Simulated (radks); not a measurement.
Values are calculated unless marked as measured or tabulated.
Charge is removed step by step from the 1s level of neutral boron, starting from [He] 2s2 2p1. Code: a radial shooting solver on a logarithmic mesh with Libxc functionals. Model: scalar-relativistic Kohn-Sham, PBE, spin-unpolarised, spherical densities, point nucleus.

| removed (e) | E - E(0) (eV) | eigenvalue (eV) | E minus straight line (eV) |
|---|---|---|---|
| 0 | 0.000 | -180.59 | 0.000 |
| 0.1 | 18.313 | -185.69 | -2.395 |
| 0.2 | 37.139 | -190.86 | -4.276 |
| 0.3 | 56.488 | -196.12 | -5.636 |
| 0.4 | 76.365 | -201.44 | -6.466 |
| 0.5 | 96.777 | -206.83 | -6.761 |
| 0.6 | 117.73 | -212.28 | -6.514 |
| 0.7 | 139.23 | -217.78 | -5.719 |
| 0.8 | 161.29 | -223.34 | -4.372 |
| 0.9 | 183.90 | -228.93 | -2.466 |
| 1 | 207.08 | -234.56 | 0.000 |

Removing the whole electron costs 207.08 eV by Delta-SCF, against 180.59 eV from minus the eigenvalue at the starting occupation. Slater's transition state (half an electron removed) gives 206.83 eV. Integrating minus the eigenvalue over the occupation (Janak's theorem) gives 207.08 eV. In this scalar-relativistic scheme the density is built from large components alone, so the theorem holds only approximately. The mean slope of the eigenvalue, de/dn, is 54.0 eV per electron.
